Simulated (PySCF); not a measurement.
A structure optimised at PBE0-D3(BJ)/def2-SVP, used in a PySCF frequency run:

```xyz
13

O      1.6003     1.3158     1.0488
Si     0.6476     0.4753    -0.0067
O      1.2783    -1.0334    -0.1598
F      0.7267     1.2665    -1.4257
C     -1.1276     0.3009     0.4655
Si    -1.8885    -1.3811     0.0651
H      1.6115     2.2734     0.9672
H      2.2332    -1.1129    -0.2397
H     -1.2289     0.4744     1.5499
H     -1.7102     1.0849    -0.0460
H     -1.2905    -2.4462     0.9202
H     -3.3605    -1.3333     0.3316
H     -1.6853    -1.7221    -1.3739
```
Charge 0, spin multiplicity 1.

Question: Write its SMILES and formula.

Answer: O[Si](O)(F)C[SiH3], CH7FO2Si2

Question: What are its rotational constants (standard atomic weights)?

Answer: 3.7328, 1.3251, 1.3019 GHz
